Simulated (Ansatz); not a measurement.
The cluster AlSi5. Charge 0, multiplicity 2. Geometry r2SCAN-D4/def2-SVP, basis def2-TZVP, Ansatz.

```xyz
6

Al    0.321    1.278    0.331
Si   -2.543   -1.719   -0.069
Si   -0.377   -1.082   -0.281
Si    1.876   -0.486   -0.504
Si   -1.980    0.464    0.492
Si    2.702    1.545    0.032
```

| run | HOMO (eV) | LUMO (eV) |
| --- | --- | --- |
| A | -5.63 | -3.93 |
| B | -5.92 | -3.77 |
| C | -6.10 | -3.64 |
| D | -5.08 | -4.41 |
| E | -5.34 | -4.27 |

B3LYP takes the VWN-RPA correlation. Another isomer (doublet) lies 1.76 eV lower at PBE0-D4/def2-TZVP; other spin states weren't run for this one.

HOMO and LUMO are taken over both spins.

Q: The runs used B3LYP, PBE, PBE0, r2SCAN, r2SCAN0. Estimate which is which.

A: A B3LYP (20 % exact exchange); B PBE0 (25 % exact exchange); C r2SCAN0 (25 % exact exchange); D PBE (0 % exact exchange); E r2SCAN (0 % exact exchange). Exact exchange lowers occupied and raises empty levels; among semilocal functionals meta-GGAs tend to open the gap a little, and such runs are hard to tell apart. The gap grows from 0.68 eV (PBE) to 2.46 eV (r2SCAN0).
